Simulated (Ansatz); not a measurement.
`F[SiH](F)[SiH3]` + `C=C[SiH2][SiH](O)O` → `C=C[SiH2][SiH](F)F` + `O[SiH](O)[SiH3]`  (redistribution)

Calculated with Ansatz (gas phase, PBE0-D4/def2-TZVP geometries, no zero-point term in ΔE). CCSD(T)/CBS is the MP2 limit (def2-TZVPP, def2-QZVPP) plus CCSD(T) − MP2 in def2-TZVPP, frozen cores. This one scheme is used for every species. DFT in def2-TZVPP. Each species was taken in one conformer, which may not be the lowest.

```
             species  r2SCAN-D4 energy (Eh)
   `F[SiH](F)[SiH3]`             -781.17436
`C=C[SiH2][SiH](O)O`             -810.47978
`C=C[SiH2][SiH](F)F`             -858.55953
   `O[SiH](O)[SiH3]`             -733.09544
```

(1) Work out ΔE.

Largest T1 diagnostic among the species: 0.013.

Results:

(1) ΔE = (-858.55953) + (-733.09544) − (-781.17436) − (-810.47978) = -0.00083 Eh = -0.5 kcal/mol. CCSD(T)/CBS gives -0.3 kcal/mol.

In def2-TZVPP, CCSD(T) changes the Hartree–Fock value by +0.9 kcal/mol (the triples alone add +0.1 kcal/mol) and MP2 by +0.8 kcal/mol.
